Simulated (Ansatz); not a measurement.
Compare A (`BCOC#N`) with its isomer B (`NB1CC1=O`).

Gas-phase electronic energies from Ansatz, PBE0-D4/def2-TZVP geometries. CCSD(T)/CBS adds triple-zeta CCSD(T) − MP2 to the extrapolated MP2 energy (def2 sets, frozen cores). DFT in def2-TZVPP. B3LYP here is the variant with VWN-RPA as its local correlation; programs differ in this. One conformer a species, not always the lowest.

A:

```xyz
9

B     0.952    0.974    0.881
C    -0.153    0.060    0.299
O     0.159   -0.419   -1.038
C    -0.729   -1.180   -1.561
N    -1.512   -1.869   -2.057
H     0.768    1.407    1.978
H     1.940    1.236    0.269
H    -0.313   -0.805    0.958
H    -1.111    0.596    0.271
```

B:

Z-matrix (Å, degrees):
```
C
B 1 1.566
C 1 1.515 2 59.9
H 1 1.090 2 126.2 3 -106.9
H 1 1.094 2 114.8 3 103.9
N 2 1.372 1 146.1 3 177.6
O 3 1.197 1 139.3 2 -172.6
H 6 1.008 2 122.9 1 -1.6
H 6 1.006 2 122.9 1 178.4
```

Problem. Which is lower in electronic energy at CCSD(T)/CBS, and by how much? (Estimate.)

Solution. Computed: B, by 115.0 kJ/mol.

Problem. Give E(B) − E(A) in kJ/mol with r2SCAN-D4, B3LYP, BLYP-D4, B3LYP-D4, PBE0-D4, ωB97M-V, PBE-D4. (Estimate.)

Solution. Ansatz gave: r2SCAN-D4 -135.5, B3LYP -117.6, BLYP-D4 -119.0, B3LYP-D4 -118.7, PBE0-D4 -141.9, ωB97M-V -124.1, PBE-D4 -147.5. None reverses the order clearly.

Problem. Does the order hold for the free energy at 298.15 K (harmonic terms from PBE0-D4)? (Best estimate.)

Solution. Computed: Yes: G(B) − G(A) = -108.9 kJ/mol, for one conformer each.

Largest T1 diagnostic: 0.016.

Leaving LDA and LC-ωPBE aside and taking each functional with its dispersion term where it has one, the values, not all of them listed here, spread over 37.9 kJ/mol, from PBE-D4 to BHLYP-D4. LDA lies −29.4 kJ/mol from PBE without D4. In def2-TZVPP, CCSD(T) changes the Hartree–Fock value by −39.7 kJ/mol (the triples alone add −4.0 kJ/mol) and MP2 by −42.2 kJ/mol.
